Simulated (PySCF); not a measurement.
**Exercise with solution: oscillator strength and radiative lifetime**

CH5FO2Si2, SMILES O=C(O)[Si@@H](F)[SiH3].

Geometry optimised at PBE0-D3(BJ)/def2-SVP. The structure was generated by enumeration; whether it is a known compound was not checked. One conformer was computed; it need not be the lowest.

TDA-ωB97X/def2-SVPD (PySCF 2.14.0) puts the first singlet state with f over 0.02 at 7.19 eV (vertical), with the transition dipole (0.527, 0.012, -0.002) in atomic units.

Problem. Find the oscillator strength, the wavelength and the radiative lifetime that this transition would have in vacuum if emission retraced absorption.

Solution. 
|μ|² = 0.2779 au, so |μ| = 1.34 D. ΔE = 7.19/27.211 = 0.2642 hartree. f = (2/3) ΔE |μ|² = 0.049 (the program prints 0.049).
λ = 1239.84/7.19 = 172 nm; ν = 57991 cm⁻¹.
Einstein's coefficient A = 0.6670 ν² f s⁻¹ (ν in cm⁻¹) = 1.1e8 s⁻¹, so τ = 1/A = 9.1 ns. This state is S3; the lower singlets have f = 0.009, 0.015. The figure is the radiative limit of this one transition; relaxation, internal conversion, crossing to triplets and a medium change what is measured.
